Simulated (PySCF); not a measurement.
Geometry (Å), atoms numbered from 1 in this order:
```xyz
5

B     0.254    0.442    0.005
Cl    1.986    0.415    0.059
Cl   -0.635    1.929   -0.024
C    -0.514   -0.891   -0.013
N    -1.092   -1.896   -0.027
```

Isolated molecule, single conformer, non-relativistic, equivalent nuclei averaged. PBE0-D3(BJ)/def2-SVP structure; σ from GIAO-B3LYP/pcSseg-1; PySCF.

Shifts are taken against calculated references (same method and geometry level): ¹³C against TMS; BF3·OEt2 for ¹¹B; HCl for ³⁵Cl; ¹⁵N against NH3.

| atoms | nucleus | count | δ (ppm) |
| --- | --- | --- | --- |
| N5 | ¹⁵N | 1 | 375.3 |
| B1 | ¹¹B | 1 | ? |
| Cl2/Cl3 | ³⁵Cl | 2 | ? |
| C4 | ¹³C | 1 | 124.0 |

Task: Estimate the values marked ?.

Result: 
- B1: 44.1 ppm, boron bonded to C, 2 Cl
- Cl2/Cl3: 320 ppm, chlorine bonded to B

A carbon bonded to boron is broadened by the quadrupolar boron nucleus and is often missing from a measured spectrum. Shifts are as computed. Against solution values, carbons near 30 ppm lie about +2 ppm off and those near 130 ppm about +6 ppm. Of 1211 compounds with measured shifts, 218 miss one by over three times the rms of a fit or turn the order of signals round; such compounds aren't used in these exercises. Experimental scales use liquid or dissolved standards, which lie at an offset from isolated NH3 (liquid NH3: subtract about 20 ppm). Unscaled 15N shifts of sp2 nitrogen come out 20 to 40 ppm too high even then.
